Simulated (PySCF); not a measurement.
**Exercise with solution: oscillator strength and radiative lifetime**

C4H8Si2, SMILES [SiH3]C1=CC=C[SiH2]1.

Geometry: r2SCAN-D4/def2-SVP. The structure was generated by enumeration, and PubChem lists no compound with its InChIKey, so it may never have been made.

TDA-PBE/def2-SVPD run with PySCF puts the first singlet state with f over 0.02 at 4.36 eV (vertical), with the transition dipole (-0.037, -1.280, 0.000) in atomic units.

### Question
Find the oscillator strength, the wavelength and the radiative lifetime that this transition would have in vacuum if emission retraced absorption.

### Answer

|μ|² = 1.6398 au, so |μ| = 3.25 D. ΔE = 4.36/27.211 = 0.1602 hartree. f = (2/3) ΔE |μ|² = 0.175 (the program prints 0.175).
λ = 1239.84/4.36 = 284 nm; ν = 35166 cm⁻¹.
Einstein's coefficient A = 0.6670 ν² f s⁻¹ (ν in cm⁻¹) = 1.4e8 s⁻¹, so τ = 1/A = 6.9 ns. This state is S1. The figure is the radiative limit of this one transition; relaxation, internal conversion, crossing to triplets and a medium change what is measured.
